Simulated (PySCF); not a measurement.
## The first ionisation energy along the 4p block

Calculated with PySCF 2.14 from differences of total energies of unrestricted determinants, without spin-orbit coupling. Values in eV. The last column holds reference values (NIST; (s) semi-empirical, (t) theoretical, else measured). Unmarked ones compare directly (S terms, centres of terms, or small fine structure); those marked * lie between the lowest fine-structure levels and include a spin-orbit shift.

```csv
element,configurations,UHF,M06-L,MP2 (valence),SCS-MP2 (valence),CCSD (valence),CCSD(T) (valence),reference
"Ga (cc-pVDZ-DK, spin-free X2C)",[Ar] 3d10 4s2 4p1 → [Ar] 3d10 4s2,5.507,5.679,5.650,5.629,5.708,5.720,5.931
"Ge (cc-pVDZ-DK, spin-free X2C)",[Ar] 3d10 4s2 4p2 → [Ar] 3d10 4s2 4p1,7.403,7.652,7.645,7.582,7.665,7.672,7.925
"As (cc-pVDZ-DK, spin-free X2C)",[Ar] 3d10 4s2 4p3 → [Ar] 3d10 4s2 4p2,9.425,9.692,9.753,9.636,9.704,9.707,10.008
"Se (cc-pVDZ-DK, spin-free X2C)",[Ar] 3d10 4s2 4p4 → [Ar] 3d10 4s2 4p3,8.504,9.560,8.907,8.927,8.927,8.933,9.635
"Br (cc-pVDZ-DK, spin-free X2C)",[Ar] 3d10 4s2 4p5 → [Ar] 3d10 4s2 4p4,10.759,11.757,11.316,11.292,11.279,11.280,11.844
"Kr (cc-pVDZ-DK, spin-free X2C)",[Kr] → [Ar] 3d10 4s2 4p5,13.157,n/a,13.808,13.731,13.700,13.700,14.222
```

Question: Which of these methods has the smallest mean absolute error against the measured values here?

Answer: M06-L, with 0.201 eV.

```
           method  elements  mean error (eV)  mean absolute error (eV)  largest error (eV)
              UHF         6           -0.802                     0.802              -1.131
            M06-L         5           -0.201                     0.201              -0.315
    MP2 (valence)         6           -0.414                     0.414              -0.728
SCS-MP2 (valence)         6           -0.461                     0.461              -0.709
   CCSD (valence)         6           -0.430                     0.430              -0.708
CCSD(T) (valence)         6           -0.426                     0.426              -0.702
```

Errors include the incompleteness of the basis and the frozen core.

"Valence" correlates the outer s and p shells and, in groups 3 to 12 and the f block, the outer d or f shell, open or full, or the next shell where the ion has no valence electron left; the wider scheme adds the next inner shell.
